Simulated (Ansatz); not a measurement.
Start from `BN([SiH3])CC=C` and change one atom or group to get `C=CCN([SiH3])C=C`.

Ansatz, PBE0-D4/def2-TZVP geometries, multiplicity 1. Each molecule was computed in one conformer, which needn't be the lowest.

```tsv
property	`BN([SiH3])CC=C`
HOMO energy (B3LYP/def2-TZVPP) / eV	-7.61
LUMO energy (ωB97M-V/def2-TZVPP) / eV	1.41
LUMO energy (PBE/def2-TZVPP) / eV	-1.46
HOMO energy (PBE/def2-TZVPP) / eV	-6.71
LUMO energy (B3LYP/def2-TZVPP) / eV	-0.69
size of the dipole moment (ωB97M-V/def2-TZVPP) / D	1.55
```

Problem. What does the change do to each property? (Estimate.)

Solution. Computed: 
| property | `C=CCN([SiH3])C=C` | shift |
| --- | --- | --- |
| HOMO energy (B3LYP/def2-TZVPP) / eV | -5.81 | 1.80 |
| LUMO energy (ωB97M-V/def2-TZVPP) / eV | 1.87 | 0.46 |
| LUMO energy (PBE/def2-TZVPP) / eV | -1.07 | 0.39 |
| HOMO energy (PBE/def2-TZVPP) / eV | -4.93 | 1.78 |
| LUMO energy (B3LYP/def2-TZVPP) / eV | -0.27 | 0.42 |
| size of the dipole moment (ωB97M-V/def2-TZVPP) / D | 0.81 | -0.74 |

With PBE0 the HOMO rises by 1.83 eV and the LUMO rises by 0.43 eV, so the gap narrows by about 1.40 eV. PBE moves the HOMO by 1.78 eV and ωB97M-V by 1.91 eV. Dipoles are sizes alone; their direction can turn.

B3LYP here is the variant with VWN-RPA as its local correlation; programs differ in this.
